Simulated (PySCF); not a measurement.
Electron correlation in Sb+ (antimony, charge +1)

[Kr] 4d10 5s2 5p2, high-spin 3P determinant. Calculation: PySCF 2.14, in def2-SVP with the def2 core potential (28 electrons) (4s4p2d, 26 functions); a scalar-relativistic core potential. Frozen: 4s2 4p6 4d10; 4 electrons correlated.

MP2 pair energies summed by pair of shells (mhartree):

```tsv
pair	energy	share (%)
5s-5p	-21.38	60.3
5s-5s	-10.56	29.8
5p-5p	-3.52	9.9
```

Total MP2 correlation energy: -35.47 mhartree.

Same-spin part -5.90 and opposite-spin part -29.57 mhartree; SCS-MP2 scales them by 1/3 and 6/5 to -37.45 mhartree.

```csv
level,correlation energy (mhartree)
CCSD,-49.68
(T),-0.52
CCSD(T),-50.20
```

Diagnostics: T1 = 0.0068, D1 = 0.0188, largest double amplitude 0.095.

Question: Is a single reference adequate?

Answer: Mostly. T1 lies below 0.03, but a double amplitude of this size points to a near-degeneracy that CCSD handles and MP2 describes poorly.
